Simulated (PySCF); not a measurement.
Computed, not measured: delta-SCF UKS SCAN, pcX-2 on the ionised atom, pcseg-1 elsewhere, spin-free X2C in PySCF. Geometries: PBE0-D3(BJ)/def2-SVP; isolated species, one conformer each. Values against the vacuum level. For 2p shells one spin-free hole was relaxed; a mean-field spin–orbit operator and the ground-state splitting of the three 2p orbitals were then diagonalised within the shell. The shell's mean is (2 × 2p3/2 + 2p1/2)/3, and the degeneracies 2j + 1 give areas of 2:1.

Task: Order these sites by rising Si 1s binding energy.
A. Silicon in `CN[Si](C)(C)C`
B. Silicon in `[H][Si]([H])([H])N(CC)CC`
C. Silicon in `O[Si](O)(C)C`

Result: A (1845.82 eV), B (1846.52 eV), C (1847.26 eV).

From the lowest up, the atoms are bonded to: N and 3 C (1845.82); N and 3 H (1846.52); 2 O and 2 C (1847.26).

Task: Rank by computed Si 2p3/2 binding energy, lowest first.
A. Silicon in `CN[Si](C)(C)C`
B. Silicon in `C[Si](C)(O)O`
C. Silicon in `CCN([SiH3])CC`

Result: A (105.93 eV), C (106.66 eV), B (107.15 eV).

From the lowest up, the atoms are bonded to: N and 3 C (105.93); N and 3 H (106.66); 2 O and 2 C (107.15).
